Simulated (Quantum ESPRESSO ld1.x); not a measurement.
The numbers below are computed, except where a source is named.
Task: The mean radii <r> (bohr) of the occupied orbitals of an atom or ion are listed with their occupations. Level of theory: non-relativistic Kohn-Sham, LDA (Slater exchange, VWN5 correlation), spin-polarised, spherical densities, point nucleus (ld1.x of Quantum ESPRESSO 7.5).

orbital  occ.      <r>
1s          2  0.05297
2s          2   0.2390
2p          6   0.2078
3p          6   0.7391
3d         10   0.8617
4s          2    2.333

Name the element and its charge. Open shells, if any, are filled with parallel spins first.

Result: Z = 29, copper, charge +1: Cu+ in [Ne] 3p6 3d10 4s2. The 1s radius gives Z: for a bare nucleus <r> = 1.5/Z, 0.05172 bohr for Z = 29, and screening makes it slightly larger (0.05297 here). The occupations add up to 28, and the charge is Z minus that.
